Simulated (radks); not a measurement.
Trend from Rb to Xe: ionisation energy by Delta-SCF between NIST ground configurations, and size. Method: scalar-relativistic Kohn-Sham, r2SCAN, spin-polarised, spherical densities, finite nucleus; open shells are filled with parallel spins first (spin-orbit coupling, left out, can overturn this in heavy ions); meta-GGA in the generalised Kohn-Sham scheme; Fermi nuclear charge, rms radius of each element as measured or else 0.836 A^(1/3) + 0.57 fm; computed with a radial shooting solver on a logarithmic mesh with Libxc functionals.

species      configuration  configuration of the ion  IE (eV)  NIST (eV)  kind  -e(HOMO) (eV)  outermost  <r> outermost (bohr)  r at 0.001 e/bohr^3 (bohr)
Rb                [Kr] 5s1                      [Kr]    4.090      4.177  exp.     2.495 (5s)         5s                  5.22                        4.57
Sr                [Kr] 5s2                  [Kr] 5s1    5.427      5.695  exp.     3.580 (5s)         5s                  4.41                        5.31
Zr            [Kr] 4d2 5s2              [Kr] 4d2 5s1    6.123      6.634  exp.     4.111 (5s)         5s                  3.96                        5.11
Nb            [Kr] 4d4 5s1                  [Kr] 4d4    7.181      6.759  exp.     3.851 (4d)         5s                  3.56                        4.75
Mo            [Kr] 4d5 5s1                  [Kr] 4d5    7.478      7.092  exp.     4.819 (4d)         5s                  3.42                        4.62
Tc            [Kr] 4d5 5s2              [Kr] 4d5 5s1    6.543      7.119  exp.     4.344 (5s)         5s                  3.65                        4.78
Ru            [Kr] 4d7 5s1                  [Kr] 4d7    7.703      7.361  exp.     3.457 (4d)         5s                  3.25                        4.46
Rh            [Kr] 4d8 5s1                  [Kr] 4d8    7.740      7.459  exp.     4.831 (4d)         5s                  3.20                        4.39
Pd               [Kr] 4d10                  [Kr] 4d9    8.926      8.337  exp.     4.022 (4d)         4d                  1.58                        4.05
Ag           [Kr] 4d10 5s1                 [Kr] 4d10    7.791      7.576  exp.     4.961 (5s)         5s                  3.13                        4.25
Cd           [Kr] 4d10 5s2             [Kr] 4d10 5s1    8.856      8.994  exp.     5.849 (5s)         5s                  2.89                        4.39
In       [Kr] 4d10 5s2 5p1             [Kr] 4d10 5s2    5.487      5.786  exp.     2.870 (5p)         5p                  3.63                        4.64
Sn       [Kr] 4d10 5s2 5p2         [Kr] 4d10 5s2 5p1    7.511      7.344  exp.     4.398 (5p)         5p                  3.17                        4.71
Sb       [Kr] 4d10 5s2 5p3         [Kr] 4d10 5s2 5p2    9.315      8.608  exp.     5.827 (5p)         5p                  2.85                        4.65
Te       [Kr] 4d10 5s2 5p4         [Kr] 4d10 5s2 5p3    8.402      9.010  exp.     5.158 (5p)         5p                  2.70                        4.59
I        [Kr] 4d10 5s2 5p5         [Kr] 4d10 5s2 5p4   10.652     10.451  exp.     6.931 (5p)         5p                  2.48                        4.50
Xe                    [Xe]         [Kr] 4d10 5s2 5p5   12.665     12.130  exp.     8.585 (5p)         5p                  2.30                        4.39

Reference values: NIST Atomic Spectra Database (exp. = measured, semi-emp. = semi-empirical, theory = theoretical value adopted there). Open shells are spherical and high-spin; term and fine-structure splittings are not resolved. Spin-orbit splitting is averaged out at the scalar-relativistic level.
